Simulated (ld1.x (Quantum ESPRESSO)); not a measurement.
How hard is this Kr (Z = 36) TM potential?

krypton (Kr), norm-conserving Troullier–Martins (Kleinman–Bylander form), made with ld1.x (Quantum ESPRESSO) 7.5 (PBEsol, scalar-relativistic). Core [Ar] 3d10, reference 4s2 4p6. Waves: 4s (bound): rc 1.10 bohr; 4d channel at 0.45 Ry: rc 1.15 bohr; 4p (bound): rc 1.05 bohr. Local part: the p channel. Core correction: a·sin(br)/r model core, default radius (core density twice the valence density).

The pseudo-atom Hamiltonian at the reference potential is diagonalised in spherical Bessel functions j_l(qr) that vanish at 20 bohr, with q² up to the cutoff. All-electron valence levels (Ry): 4s -1.6936, 4p -0.6791.

**Question.** How do the lowest levels (Ry) of each channel move with the cutoff, and are there ghosts?

**Answer.**

| cutoff (Ry) | s #1 | d #1 | d #2 | p #1 | f #1 | f #2 | Σ f·Δε (mRy) |
| --- | --- | --- | --- | --- | --- | --- | --- |
| 8 | -1.4398 | 0.0745 | 0.1630 | -0.4702 | 0.1193 | 0.2553 | 1759.8 |
| 15 | -1.5058 | 0.0745 | 0.1626 | -0.5016 | 0.1193 | 0.2553 | 1439.8 |
| 25 | -1.5259 | 0.0744 | 0.1623 | -0.5531 | 0.1193 | 0.2553 | 1090.2 |
| 35 | -1.5962 | 0.0744 | 0.1619 | -0.5624 | 0.1193 | 0.2553 | 893.9 |
| 50 | -1.6709 | 0.0743 | 0.1615 | -0.5684 | 0.1193 | 0.2553 | 708.6 |
| 70 | -1.6867 | 0.0743 | 0.1613 | -0.6042 | 0.1193 | 0.2553 | 462.1 |
| 100 | -1.6888 | 0.0743 | 0.1613 | -0.6580 | 0.1193 | 0.2553 | 134.8 |
| 140 | -1.6925 | 0.0743 | 0.1611 | -0.6724 | 0.1193 | 0.2553 | 41.1 |
| 180 | -1.6929 | 0.0735 | 0.1484 | -0.6747 | 0.1193 | 0.2553 | 27.0 |
| 260 | -1.6934 | -1.6662 | 0.0745 | -0.6784 | 0.1193 | 0.2553 | 3.6 |
| 400 | -1.6935 | -1.7350 | 0.0745 | -0.6789 | 0.1193 | 0.2553 | 0.0 |

Result: ghost state, extra bound levels that the all-electron valence spectrum of the same l lacks: d at -23.6 eV (a true bound ghost makes a file unfit for plane-wave use); 10 mRy is reached at 230 Ry and 1 mRy at over 300 Ry.
